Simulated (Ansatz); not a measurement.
System: methoxysilane, CH6OSi, net charge 0, singlet state. 
Structure (B3LYP-D3(BJ)/def2-TZVP (Ansatz, an electronic-structure program) minimum search):
```
O
C 1 1.4184
H 2 1.0897 1 108.09
H 2 1.0949 3 108.68 1 120.91
H 2 1.0949 3 108.68 4 118.17
Si 1 1.6455 2 123.36 3 180.00
H 6 1.4759 1 106.49 2 -180.00
H 6 1.4858 7 110.32 1 -120.46
H 6 1.4858 7 110.32 8 -119.08
```

Basis-set convergence of Hartree-Fock and CCSD correlation energies (hartree) with Ansatz. Cores are frozen in the correlated levels unless marked. Spin-orbit coupling is left out. No relativistic terms.

| basis | functions | E(HF) | E(corr, CCSD) |
|---|---|---|---|
| cc-pV(D+d)Z | 81 | -405.18525 | -0.47744 |
| cc-pV(T+d)Z | 183 | -405.24271 | -0.58151 |
| cc-pV(Q+d)Z | 354 | -405.25597 | -0.61531 |
| cc-pV(5+d)Z | 612 | -405.25895 | -0.62658 |

Extrapolating the two largest sets (X = 4 and 5) as X^-3: E(corr) = (125·(-0.62658) - 64·(-0.61531))/61 = -0.6384 Eh, an estimate of the basis-set limit. The largest set recovers 98.1 % of it, the smallest 74.8 %.
